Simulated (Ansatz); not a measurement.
The inner images of a band of BClH2 + BrH (6 atoms, charge 0, multiplicity 1) are given out of order.

Theory: RKS PBE-D4/def2-SVP (Ansatz).

Image 0:

```xyz
6
Properties=species:S:1:pos:R:3
B 0.010 0.252 -0.100
H 0.204 0.766 0.979
H 0.902 -0.047 -0.863
Cl -1.646 0.224 -0.711
Br 0.290 -2.278 1.106
H -0.757 -1.978 2.043
```

Image 8:

```xyz
6
Properties=species:S:1:pos:R:3
B 0.002 -0.693 -0.613
H -0.492 0.392 2.365
H 1.029 -0.057 -0.570
Cl -1.505 0.110 -0.984
Br 0.063 -2.571 -0.282
H -0.094 -0.242 2.539
```

Q: Put them in order from the first end to the last, with their energies above the first end.
A.
```xyz
6
Properties=species:S:1:pos:R:3
B -0.109 0.127 0.021
H -0.101 0.416 1.212
H 0.920 -0.051 -0.587
Cl -1.640 0.227 -0.812
Br 0.001 -2.573 1.055
H -0.069 -1.206 1.566
```
B.
```xyz
6
Properties=species:S:1:pos:R:3
B -0.103 -0.481 0.023
H -0.105 0.254 1.420
H 0.946 0.017 -0.321
Cl -1.615 0.161 -0.666
Br 0.003 -2.451 0.445
H -0.123 -0.560 1.555
```
C.
```xyz
6
Properties=species:S:1:pos:R:3
B -0.114 -0.171 0.089
H -0.077 0.278 1.292
H 0.952 -0.060 -0.465
Cl -1.654 0.165 -0.707
Br -0.016 -2.400 0.822
H -0.088 -0.872 1.423
```
D.
```xyz
6
Properties=species:S:1:pos:R:3
B -0.097 0.216 -0.069
H -0.095 0.549 1.100
H 0.918 -0.018 -0.683
Cl -1.621 0.294 -0.929
Br -0.042 -2.580 1.032
H -0.060 -1.521 2.003
```
E.
```xyz
6
Properties=species:S:1:pos:R:3
B -0.050 -0.650 -0.449
H -0.293 0.366 2.091
H 0.960 0.008 -0.379
Cl -1.555 0.112 -0.900
Br 0.040 -2.527 -0.097
H -0.099 -0.371 2.189
```
F.
```xyz
6
Properties=species:S:1:pos:R:3
B -0.077 -0.603 -0.244
H -0.177 0.312 1.740
H 0.948 0.033 -0.302
Cl -1.588 0.137 -0.744
Br 0.023 -2.490 0.142
H -0.126 -0.448 1.862
```
G.
```xyz
6
Properties=species:S:1:pos:R:3
B -0.040 0.246 -0.114
H 0.032 0.662 1.023
H 0.932 -0.017 -0.788
Cl -1.612 0.297 -0.906
Br 0.075 -2.398 0.997
H -0.383 -1.851 2.243
```

A: G (+0.8 kJ/mol), D (+3.9 kJ/mol), A (+9.3 kJ/mol), C (+26.2 kJ/mol), B (-10.9 kJ/mol), F (-42.2 kJ/mol), E (-57.6 kJ/mol).

Run time: 3.4 min on 1 thread of Intel(R) Xeon(R) Platinum 8259CL CPU @ 2.50GHz (Skylake/Cascade Lake), with other jobs on the host, peak memory 0.16 GiB.
